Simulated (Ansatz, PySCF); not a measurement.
Gas-phase reaction (SMILES): O=[Si](Cl)Cl + 2 [SiH4] (SiH4) -> O=[SiH2] + 2 [SiH3]Cl; bond separation energy.

Structures are relaxed separately at B3LYP-D3(BJ)/def2-TZVP in Ansatz (a program for electronic structure). Cores are frozen in the correlated levels unless marked. Spin-orbit coupling is left out. Non-relativistic. CBS marks a two-point X^-3 extrapolation of the correlation energy; Hartree-Fock from the larger set. The bracket is a focal-point correction in the basis named. Thermal terms are rigid-rotor harmonic-oscillator values from B3LYP-D3(BJ) frequencies (Ansatz or PySCF) at 298.15 K and 1 atm. 1 Eh = 627.5095 kcal/mol.

```tsv
species	E, RI-MP2/CBS(aug-cc-pV(T+d)Z,aug-cc-pV(Q+d)Z)+[CCSD(T)-MP2]/aug-cc-pV(T+d)Z (Ansatz) (Eh)	E, r2SCAN-D4/def2-TZVPD (Ansatz + dftd4) (Eh)	H - E (Eh)	G - E (Eh)
O=[Si](Cl)Cl	-1283.90250	-1285.18071	0.01277	-0.02153
O=[SiH2]	-365.43406	-365.88214	0.02250	-0.00419
[SiH3]Cl	-750.69218	-751.49762	0.03058	0.00210
[SiH4] (SiH4)	-291.46108	-291.85367	0.03520	0.01198
```

Question: Work out ΔE and ΔH, ΔG, ΔS and the equilibrium constant at 298.15 K at the first level, then ΔH at the second.

Answer: 
1. ΔE = [(-365.43406) + 2×(-750.69218)] - [(-1283.90250) + 2×(-291.46108)] = 0.00624 Eh = 3.9 kcal/mol at RI-MP2/CBS(aug-cc-pV(T+d)Z,aug-cc-pV(Q+d)Z)+[CCSD(T)-MP2]/aug-cc-pV(T+d)Z.
2. The terms H - E add up to 0.00049 Eh, so ΔH = (0.00624 + (0.00049))×627.5095 = 4.2 kcal/mol.
3. The terms G - E add up to -0.00242 Eh, so ΔG = 2.4 kcal/mol, and ΔS = (0.00049 - (-0.00242))×627509.5/298.15 = 6.1 cal/(mol K).
4. log10 K = -ΔG/(RT ln 10) = -1.8, with RT ln 10 = 1.3642 kcal/mol.
5. At r2SCAN-D4/def2-TZVPD the same steps give ΔE = 6.7 and ΔH = 7.0 kcal/mol, a shift of +2.8 from the first level.
6. These values are not checked against measurement here, since the tables used lack a sound gas-phase enthalpy of formation for at least one species.
